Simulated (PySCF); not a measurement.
## Calculated data, AlB₃H₅, CH₅B₂Si

All values are calculated (PySCF 2.14.0). Calculation on a computer-drawn molecule: optimised geometry and harmonic frequencies of an isolated molecule of the commonest isotopes, restricted reference for singlets and unrestricted otherwise, frozen core in MP2.

Common to all runs: method HF; basis cc-pV(D+d)Z.

(1) AlB₃H₅

Start structure:
```xyz
9
AlB3H5
B     -2.7734    -0.1329    -2.4641
B     -1.8353    -1.4900    -2.2908
B     -2.0349    -3.0720    -2.6183
Al    -0.2934    -1.1799    -1.0379
H     -2.9705     0.6298    -1.7253
H     -3.2716     0.0720    -3.5922
H     -1.8449    -3.9140    -1.7769
H     -2.4280    -3.5222    -3.6034
H      0.9694    -0.8348    -0.1713
```

```
charge                                        : 0
multiplicity                                  : 2
rotational constants                          : 7.038, 3.928, 2.682 GHz
total energy                                  : -318.7810 hartree
spin squared                                  : 0.7693
convergence status largest gradient component : 3.157e-05 hartree/bohr
```

Drawn bonds:
| atom | other atom | order |
| --- | --- | --- |
| 1 | 2 | 1 |
| 2 | 3 | 1 |
| 2 | 4 | 1 |
| 1 | 5 | 1 |
| 1 | 6 | 1 |
| 3 | 7 | 1 |
| 3 | 8 | 1 |
| 4 | 9 | 1 |

Optimised structure:
```xyz
9
AlB3H5
B     -2.8045    -0.1936    -2.4325
B     -1.9001    -1.5128    -2.0269
B     -2.0917    -3.0819    -2.5002
Al    -0.2892    -1.1489    -0.6452
H     -3.7321     0.1647    -1.7554
H     -2.5356     0.4637    -3.4040
H     -2.7389    -3.8603    -1.8502
H     -1.5580    -3.4943    -3.4967
H      1.1675    -0.7807    -1.1691
```

Modes:
| frequency (cm⁻¹) | reduced mass (dalton) |
| --- | --- |
| 133.6 | 2.923 |
| 138.8 | 3.03 |
| 212.6 | 1.842 |
| 240.9 | 1.185 |
| 323.7 | 1.015 |
| 433.5 | 1.013 |
| 436.4 | 6.608 |
| 530.4 | 1.137 |
| 556.7 | 1.231 |
| 786.9 | 1.969 |
| 788.5 | 3.677 |
| 959.7 | 1.402 |
| 1035 | 1.483 |
| 1080 | 2.781 |
| 1254 | 1.205 |
| 1263 | 1.432 |
| 1932 | 1.044 |
| 2647 | 1.054 |
| 2656 | 1.056 |
| 2719 | 1.121 |
| 2722 | 1.122 |

(2) CH₅B₂Si

Start structure:
```xyz
9
CH5B2Si
C     -1.0495     2.5623    -1.7197
B     -0.9328     1.1934    -1.9066
B     -0.7456    -0.2904    -2.2514
Si    -0.2629    -1.7949    -1.1385
H     -0.9241     3.0538    -0.8391
H     -1.2129     3.2418    -2.4938
H     -0.9974    -0.6333    -3.3804
H      1.0824    -2.3179    -0.8456
H     -1.2108    -2.6428    -0.2954
```

```
charge                                        : 1
multiplicity                                  : 1
rotational constants                          : 23.62, 2.173, 2.039 GHz
total energy                                  : -378.7143 hartree
convergence status largest gradient component : 2.82e-05 hartree/bohr
```

Drawn bonds:
| atom | other atom | order |
| --- | --- | --- |
| 1 | 2 | 2 |
| 2 | 3 | 1 |
| 3 | 4 | 1 |
| 1 | 5 | 1 |
| 1 | 6 | 1 |
| 3 | 7 | 1 |
| 4 | 8 | 1 |
| 4 | 9 | 1 |

Optimised structure:
```xyz
9
CH5B2Si
C     -1.0216     2.5653    -1.6971
B     -0.9102     1.2093    -2.0174
B     -0.7782    -0.3584    -2.3761
Si    -0.2755    -1.7832    -1.0577
H     -0.8428     2.9497    -0.6978
H     -1.2952     3.3088    -2.4398
H     -0.9755    -0.7818    -3.4783
H      1.1113    -2.2049    -0.8297
H     -1.2659    -2.5328    -0.2767
```

Modes:
| frequency (cm⁻¹) | reduced mass (dalton) |
| --- | --- |
| 100.9 | 3.428 |
| 135.1 | 1.229 |
| 211.8 | 1.715 |
| 309 | 2.331 |
| 334.8 | 1.374 |
| 523 | 3.376 |
| 546.3 | 1.136 |
| 642.5 | 1.26 |
| 776.6 | 1.445 |
| 788.1 | 1.592 |
| 840.6 | 2.051 |
| 990.8 | 1.515 |
| 993.5 | 1.328 |
| 1051 | 1.397 |
| 1419 | 1.272 |
| 1647 | 4.411 |
| 2395 | 1.029 |
| 2426 | 1.056 |
| 2733 | 1.09 |
| 3299 | 1.062 |
| 3387 | 1.11 |
